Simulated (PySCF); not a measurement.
## RbPb⁺ at B2PLYP

Level: B2PLYP. Rb def2-SVPD with ECP28, Pb def2-SVPD with ECP60; scalar-relativistic core potentials (PySCF 2.14).

```json
{"state": "³Π (triplet), unpaired electrons σ ↑, π ↑", "bond length": "4.154 Å", "harmonic wavenumber": "42.8 cm⁻¹", "force constant": "0.0650 mdyn/Å", "rotational constant Be": "0.01620 cm⁻¹", "anharmonicity ωexe": "0.189 cm⁻¹", "vibration–rotation constant αe": "9.7e-05 cm⁻¹", "bond order (Mayer)": "0.11", "dipole moment (positive dipole points towards Pb; it is taken about the centre of mass and depends on that origin)": "-11.28 D"}
```

Correlated steps freeze 4 core orbitals. These are scalar-relativistic numbers at best; spin–orbit coupling would shift them, the dissociation energy most. B2PLYP dipoles, levels and charges come from its SCF part alone. The state is the lowest determinant that a PBE0 search found; another state may lie lower at other levels.
